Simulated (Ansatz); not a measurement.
The same ligand exchange along the group S, Se, Te.

Program: Ansatz. Geometries: PBE0-D4/def2-TZVP. ΔE: electronic, gas phase. CCSD(T)/CBS adds triple-zeta CCSD(T) − MP2 to the extrapolated MP2 energy (def2 sets, frozen cores). This one scheme is used for every species. DFT in def2-TZVPP. Elements past krypton have def2 core potentials. For Ge, Se, Te outer-core shells are correlated without core-valence functions, which leaves a few kJ/mol of doubt a bond. Scalar relativity is left out up to krypton. Each species was taken in one conformer, which may not be the lowest.

```json
{"reaction": "`[CH3][GeH2][SH]` + PH₃ → `PS` + `[CH3][GeH3]`", "LDA (SPW92) (kJ/mol)": "39", "CCSD(T)/CBS(def2) (kJ/mol)": "45"}
{"reaction": "`[CH3][GeH2][SeH]` + PH₃ → `P[SeH]` + `[CH3][GeH3]`", "LDA (SPW92) (kJ/mol)": "41", "CCSD(T)/CBS(def2) (kJ/mol)": "47"}
{"reaction": "`[CH3][GeH2][TeH]` + PH₃ → `P[TeH]` + `[CH3][GeH3]`", "LDA (SPW92) (kJ/mol)": "34", "CCSD(T)/CBS(def2) (kJ/mol)": "39"}
```

Largest T1 diagnostic: 0.013, for PH₃.
